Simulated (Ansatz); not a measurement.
Geometry optimisation, UKS LDA/def2-SVP in Ansatz 0.2.0.

Input:

```yaml
crystal:
  periodic: [false, false, false]
  atoms:
    - { symbol: B, position_ang: [0.0, -9.0e-06, -0.319523] }
    - { symbol: Cl, position_ang: [0.0, 1.0e-06, 2.736569] }
    - { symbol: F, position_ang: [1.133277, 4.0e-06, -0.96261] }
    - { symbol: F, position_ang: [-1.133277, 4.0e-06, -0.96261] }
    - { symbol: H, position_ang: [0.0, 1.0e-06, 4.078173] }
magnetization:
  spin_polarized: true
  initial_magnetization: 1
basis:
  gaussian: { orbitals: def2-SVP }
hamiltonian:
  xc: lda
relax:
  f_tol: 0.03
  max_steps: 50
```

Command:

```bash
$ ansatz run input.yaml --threads 1 --pin off --max-ram 2048MiB --backend cpu --events-out ev --progress --plain --runs-dir out
```

Question: Where does it end, and by what steps?

Answer: The forces met the threshold. After 4 steps the energy has fallen by 0.036 eV; H5 moved furthest, 0.24 Å.

```csv
step,energy less start (eV),largest force component (eV/Å),accepted
0,0.0000,0.847,yes
1,-0.0345,0.067,yes
2,-0.0356,0.096,yes
3,-0.0357,0.058,yes
4,-0.0358,0.008,yes
```

```xyz
5
Properties=species:S:1:pos:R:3
B 0.000 -0.003 -0.163
Cl 0.000 0.001 2.512
F 1.133 0.001 -0.809
F -1.133 0.001 -0.809
H 0.000 0.000 3.839
```

Whether the end is a true minimum wasn't checked by a vibrational analysis.

Run time: 3.4 s on 1 thread of Intel(R) Xeon(R) 6975P-C (Granite Rapids), with other jobs on the host, peak memory 0.15 GiB.
